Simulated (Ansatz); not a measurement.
Geometry optimisation, RKS B3LYP-D4/def2-SVP (Ansatz).

Input file:

```yaml
crystal:
  periodic: [false, false, false]
  atoms:
    - { symbol: Hf, position_ang: [0.142281, -0.691542, -0.637537] }
    - { symbol: Cl, position_ang: [0.837385, 0.604404, 2.777929] }
    - { symbol: F, position_ang: [1.741085, 0.343467, -0.7563] }
    - { symbol: O, position_ang: [-1.429063, 0.225813, -0.06923] }
    - { symbol: H, position_ang: [-2.050279, 0.874357, 0.26705] }
    - { symbol: Cl, position_ang: [-0.304499, -1.545927, -2.793371] }
    - { symbol: S, position_ang: [0.563638, -2.651736, 0.912334] }
    - { symbol: H, position_ang: [-0.757014, -2.823594, 1.169392] }
    - { symbol: H, position_ang: [0.896266, -0.723241, 2.618332] }
basis:
  gaussian: { orbitals: def2-SVP }
hamiltonian:
  xc: b3lyp
  dispersion: d4
relax:
  f_tol: 0.03
  max_steps: 50
```

Launched with:

```bash
$ ansatz run input.yaml --threads 4 --pin off --max-ram 5120MiB --backend cpu --events-out ev --progress --plain --runs-dir out
```

Where does it end, and by what steps?

The forces met the threshold. After 7 steps the energy has fallen by 0.042 eV; Cl2 moved furthest, 0.19 Å.

| step | energy less start (eV) | largest force component (eV/Å) | accepted |
| --- | --- | --- | --- |
| 0 | 0.0000 | 0.957 | yes |
| 1 | -0.0116 | 0.674 | yes |
| 2 | -0.0061 | 0.762 | no |
| 3 | -0.0346 | 0.336 | yes |
| 4 | -0.0387 | 0.189 | yes |
| 5 | -0.0375 | 0.358 | no |
| 6 | -0.0413 | 0.056 | yes |
| 7 | -0.0416 | 0.022 | yes |

```xyz
9
Properties=species:S:1:pos:R:3
Hf 0.163 -0.656 -0.548
Cl 0.852 0.524 2.605
F 1.764 0.371 -0.724
O -1.444 0.235 -0.037
H -2.088 0.878 0.269
Cl -0.259 -1.547 -2.695
S 0.565 -2.607 0.960
H -0.758 -2.806 1.181
H 0.845 -0.781 2.477
```

Run time: 48 s on 4 threads of Arm Neoverse N1, with other jobs on the host, peak memory 0.36 GiB.
